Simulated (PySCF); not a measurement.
Two-component Hartree-Fock for Mo⁺ (molybdenum, charge +1)

Start: [Kr] 4d4 5s1; 4d5/2 filled at m_j = -1/2, +1/2, +3/2, +5/2; 5s1/2 filled at m_j = +1/2. Calculated with PySCF 2.14 in x2c-TZVPall-2c with one added diffuse shell each of s, p, d type (9s10p8d1f, 86 functions): generalised Hartree-Fock with the X2C-1e Hamiltonian and a Gaussian nucleus; one run each with spin-orbit coupling (SO) switched off, then screened by Boettger's factors. This is a chosen level, not necessarily the ground level.

| spinor shell | electrons | ε, spin-free (eV) | ε, screened SO (eV) | weight of nominal j (screened SO) | rms radius, screened SO (bohr) |
| --- | --- | --- | --- | --- | --- |
| 1s1/2 | 2 | -20117.9 | -20116.8 | 1.000 | 0.0404 |
| 2s1/2 | 2 | -2925.9 | -2925.6 | 1.000 | 0.166 |
| 2p1/2 | 2 | -2610.3 | -2683.8 | 1.000 | 0.145 |
| 2p3/2 | 4 | -2610.3 | -2575.8 | 1.000 | 0.149 |
| 3s1/2 | 2 | -539.19 | -539.14 | 1.000 | 0.456 |
| 3p1/2 | 2 | -432.88 | -445.50 | 1.000 | 0.455 |
| 3p3/2 | 4 | -432.88 | -426.98 | 1.000 | 0.465 |
| 3d3/2 | 4 | -259.97 | -262.04 | 0.975 | 0.452 |
| 3d5/2 | 6 | -259.97 | -258.57 | 0.983 | 0.455 |
| 4s1/2 | 2 | -89.665 | -89.672 | 1.000 | 1.18 |
| 4p1/2 | 2 | -58.119 | -61.898 | 0.683 | 1.32 |
| 4p3/2 | 4 | -58.119 | -56.311 | 0.841 | 1.32 |
| 4d5/2 | 4 | -19.353 | -19.336 | 0.675 | 1.92 |
| 5s1/2 | 1 | -13.863 | -13.867 | 1.000 | 3.40 |

```json
{"quantity": "E (hartree)", "spin-free": "-4045.67003", "screened SO": "-4046.14270"}
{"quantity": "M_J", "spin-free": "9/2", "screened SO": "9/2"}
{"quantity": "⟨J²⟩", "spin-free": "24.757", "screened SO": "24.758"}
{"quantity": "⟨L²⟩", "spin-free": "6.005", "screened SO": "6.039"}
{"quantity": "⟨S²⟩", "spin-free": "8.752", "screened SO": "8.741"}
```

Each row is a mean over spinors that exchange with the open shell spreads, by up to 8.511 eV (4p3/2).

Rows whose weight is well below 1 are mixtures of j = l ± 1/2: exchange outweighs spin-orbit coupling there, and the label is only the starting occupation.

Breit and QED terms are absent; they matter most for the inner s and p1/2 levels.

Densities and radii are taken from the X2C orbitals without a picture-change correction, which distorts them close to the nucleus.

Without spin-orbit coupling the j labels of p, d and f shells carry no meaning; the spin-free column gives the mean over the occupied spinors of each nl shell.
